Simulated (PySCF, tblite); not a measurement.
Isomers of C3H5F3Si, one GFN2-xTB conformer each. Single-point energies are computed at PBE0/pcSseg-1 (PySCF, gas phase, no added dispersion term), electronic only.

Question: Rank them by PBE0/pcSseg-1 energy, lowest first (kcal/mol).
A. `[F:1][C:2]([F:3])=[C:4]([F:5])[CH2:6][SiH3:7]` with C2–C4–C6–Si7 108°
B. `[F:1][CH:2]([F:3])[C@@:4]1([F:5])[CH2:6][SiH2:7]1` with F1–C2–C4–F5 85°

Answer: A (0.0), B (3.5).

As drawn, the lower has a C=C bond outside aromatic rings, which the higher lacks; the higher has a three-membered ring, which the lower lacks. GFN2-xTB itself gives, in the same order: 0.0, 11.9. Both levels put the same isomer lowest.

Which frontier levels, dipoles and rotational constants go with these structures?

```tsv
SMILES	HOMO (eV, PBE0/pcSseg-1)	LUMO (eV)	dipole (D)	A, B, C (MHz)
FC(F)=C(F)C[SiH3]	-7.06	0.37	2.02	3533, 1236, 1026
FC(F)[C@@]1(F)C[SiH2]1	-7.44	-0.29	1.98	2843, 1756, 1539
```

What happens when harmonic zero-point energies from GFN2-xTB frequencies are added?

```tsv
SMILES	ZPE (kcal/mol)	electronic (kcal/mol)	with ZPE (kcal/mol)
FC(F)=C(F)C[SiH3]	43.4	0.0	0.0
FC(F)[C@@]1(F)C[SiH2]1	45.4	3.5	5.5
```

The zero-point energies span 2.0 kcal/mol. The order is unchanged.

As an exercise, what shares would exp(−E/RT) give at 500 K from these electronic energies alone (no entropy, no degeneracies)?

RT = 0.994 kcal/mol: FC(F)=C(F)C[SiH3] 97.2 %, FC(F)[C@@]1(F)C[SiH2]1 2.8 %.
